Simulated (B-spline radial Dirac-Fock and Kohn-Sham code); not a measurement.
# Relativistic shifts of the levels of Se¹⁹⁺

System: Se¹⁹⁺, configuration [Ne] 3s2 3p3.

Both columns are ΔSCF binding energies of the configuration average from a radial B-spline solver: non-relativistic Hartree-Fock with a point nucleus, and Dirac-Fock with a finite nucleus and the Coulomb interaction alone, averaged over the two j levels with weights 2j+1.

| shell | Hartree-Fock (eV) | Dirac-Fock (eV) | shift (eV) | shift (%) |
| --- | --- | --- | --- | --- |
| 1s | 13282.1 | 13486.5 | +204.45 | +1.54 |
| 2s | 2390.2 | 2438.5 | +48.29 | +2.02 |
| 3s | 839.9 | 852.1 | +12.21 | +1.45 |
| 3p | 786.0 | 790.2 | +4.18 | +0.53 |

Relativity binds 1s, 2s, 3s, 3p more strongly, among those listed most of all 2s in relative terms.

Values without a named source are computed, but for edge energies of neutral atoms, which are taken from tables.
